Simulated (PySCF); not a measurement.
**`C#CC[C@@H]1OC[C@H]1C`, C$_{7}$H$_{10}$O**

Geometry:
```json
{"atom": "C1", "x (Å)": "3.125", "y (Å)": "-0.296", "z (Å)": "0.748"}
{"atom": "C2", "x (Å)": "2.304", "y (Å)": "0.379", "z (Å)": "0.199"}
{"atom": "C3", "x (Å)": "1.291", "y (Å)": "1.172", "z (Å)": "-0.463"}
{"atom": "C4", "x (Å)": "0.062", "y (Å)": "0.323", "z (Å)": "-0.784"}
{"atom": "O5", "x (Å)": "-1.011", "y (Å)": "1.084", "z (Å)": "-1.353"}
{"atom": "C6", "x (Å)": "-1.918", "y (Å)": "0.692", "z (Å)": "-0.321"}
{"atom": "C7", "x (Å)": "-0.820", "y (Å)": "-0.099", "z (Å)": "0.404"}
{"atom": "C8", "x (Å)": "-1.049", "y (Å)": "-1.585", "z (Å)": "0.592"}
{"atom": "H9", "x (Å)": "3.858", "y (Å)": "-0.876", "z (Å)": "1.225"}
{"atom": "H10", "x (Å)": "0.997", "y (Å)": "2.006", "z (Å)": "0.180"}
{"atom": "H11", "x (Å)": "1.693", "y (Å)": "1.583", "z (Å)": "-1.393"}
{"atom": "H12", "x (Å)": "0.344", "y (Å)": "-0.509", "z (Å)": "-1.443"}
{"atom": "H13", "x (Å)": "-2.329", "y (Å)": "1.555", "z (Å)": "0.208"}
{"atom": "H14", "x (Å)": "-2.736", "y (Å)": "0.082", "z (Å)": "-0.718"}
{"atom": "H15", "x (Å)": "-0.508", "y (Å)": "0.357", "z (Å)": "1.345"}
{"atom": "H16", "x (Å)": "-1.383", "y (Å)": "-2.042", "z (Å)": "-0.336"}
{"atom": "H17", "x (Å)": "-0.123", "y (Å)": "-2.064", "z (Å)": "0.903"}
{"atom": "H18", "x (Å)": "-1.805", "y (Å)": "-1.757", "z (Å)": "1.356"}
```

Method: TDDFT BHandHLYP/def2-SVPD circular dichroism and optical rotation, one conformer, gas phase (PySCF 2.14.0). Geometry: GFN2-xTB.

The molecule is flexible and this is one conformer; a measurement averages over conformers.

Q: Draw the ECD and absorption spectra from the lowest 8 states, each a Gaussian of half-width 0.25 eV at 1/e height.

A: 
| E (eV) | λ (nm) | Δε (L mol⁻¹ cm⁻¹) | ε (L mol⁻¹ cm⁻¹) |
| --- | --- | --- | --- |
| 6.11 | 203 | 0.00 | 0 |
| 6.26 | 198 | +0.02 | 0.522 |
| 6.41 | 194 | +0.09 | 5.77 |
| 6.56 | 189 | +0.17 | 38.4 |
| 6.71 | 185 | +0.16 | 134 |
| 6.86 | 181 | +0.07 | 231 |
| 7.01 | 177 | -0.01 | 195 |
| 7.16 | 173 | +0.01 | 91 |
| 7.31 | 170 | +0.43 | 141 |
| 7.46 | 166 | +3.27 | 794 |
| 7.61 | 163 | +11.41 | 2700 |
| 7.76 | 160 | +17.75 | 4910 |
| 7.91 | 157 | +10.15 | 4790 |
| 8.06 | 154 | -0.52 | 3200 |
| 8.21 | 151 | -0.60 | 3390 |

Δε uses R in velocity form, ε uses f in length form. Only the states computed contribute, so the short-wavelength end is incomplete.
